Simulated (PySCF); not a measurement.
Cl2GaHSe, SMILES [Cl][Ga]([Cl])[SeH].

The structure is a stationary point at PBE0-D3(BJ)/def2-SVP. The structure was generated by enumeration; whether it is a known compound was not checked. Other conformers were not sampled.

Two levels are set side by side: PBE/def2-TZVP (PySCF) and HF/def2-TZVP (PySCF). Same geometry, gas phase. Differences are taken from unrounded values.

| quantity | PBE |
|---|---|
| orbital gap (eV) | 4.17 |
| highest occupied level (eV) | -6.80 |
| lowest empty level (eV) | -2.62 |
| dipole moment (D) | 1.65 |
| mean polarisability (bohr³) | 80.2 |

**Question.** These are the PBE values. What does HF give? (An estimate is asked for; the answer gives what the named calculation found.)

**Answer.** 
```tsv
quantity	HF	PBE minus HF
orbital gap (eV)	12.09	-7.92
highest occupied level (eV)	-10.49	3.70
lowest empty level (eV)	1.60	-4.22
dipole moment (D)	1.58	0.07
mean polarisability (bohr³)	71.0	9.2
```

PBE's occupied levels lie high since its potential decays too fast outside the molecule; exact exchange lowers them and widens the gap. Loosely held outer electrons make PBE densities more polarisable. Differences between two approximate levels are no errors against the true value.

Rough cost on one machine, each run with all the roots and properties that it gave: HF against PBE within a factor of 2.
